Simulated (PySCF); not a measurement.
## Basis and Hamiltonian dependence of the excitation energy of Mg

Mg [Ne] 3s2 (1S) → Mg [Ne] 3s1 3d1 (3D). Calculated with PySCF 2.14 from differences of total energies of unrestricted determinants, without spin-orbit coupling. Values in eV.

```tsv
basis	Hamiltonian	functions	UHF	r2SCAN	PBE0	MP2 (valence)	CCSD(T) (valence)	CCSD(T) (valence and next inner shell)
aug-cc-pVDZ	non-relativistic	27	6.158	6.208	6.328	6.719	6.988	n/a
def2-TZVPPD	non-relativistic	35	6.429	6.389	6.529	6.999	7.270	7.332
x2c-TZVPPall with one added diffuse shell each of s, p, d type	spin-free X2C	41	5.062	5.458	5.572	5.635	5.908	5.971
aug-cc-pVTZ	non-relativistic	50	5.610	5.776	5.893	6.156	6.340	n/a
def2-QZVPPD	non-relativistic	63	5.827	5.930	6.047	6.385	6.595	6.684
dyall-av2z	non-relativistic	64	5.884	n/a	n/a	6.468	6.727	n/a
aug-cc-pVTZ with one added diffuse shell each of s, p, d, f type	non-relativistic	66	5.037	5.438	5.539	5.626	5.837	n/a
aug-cc-pCVTZ	non-relativistic	75	5.669	5.820	5.931	6.217	6.400	6.477
x2c-QZVPPall with one added diffuse shell each of s, p, d, f type	spin-free X2C	82	5.037	5.457	5.555	5.646	5.887	5.974
aug-cc-pVQZ-DK	spin-free X2C	84	5.446	5.667	5.778	6.014	6.187	n/a
aug-cc-pCVTZ-DK with one added diffuse shell each of s, p, d, f type	spin-free X2C	91	5.063	5.453	5.548	5.652	5.858	5.937
dyall-av3z	spin-free X2C	117	6.332	6.340	6.469	6.863	7.017	n/a
dyall-acv3z	non-relativistic	122	6.320	6.327	6.455	6.851	n/a	n/a
dyall-acv3z	spin-free X2C	122	6.332	6.340	6.469	6.863	n/a	n/a
```

Frozen in the all-electron rows: valence: [Ne]; valence and next inner shell: 1s2.

At UHF, aug-cc-pVDZ, def2-TZVPPD, aug-cc-pVTZ with one added diffuse shell each of s, p, d, f type, dyall-av3z, dyall-acv3z, dyall-acv3z lie more than 0.3 eV from the median of the rows with comparable relativity. Of these, def2-TZVPPD has no diffuse functions of the l that the added or promoted electron needs.

Reference for a calculation without spin-orbit coupling: 5.946 eV (measured, between term centres; NIST).
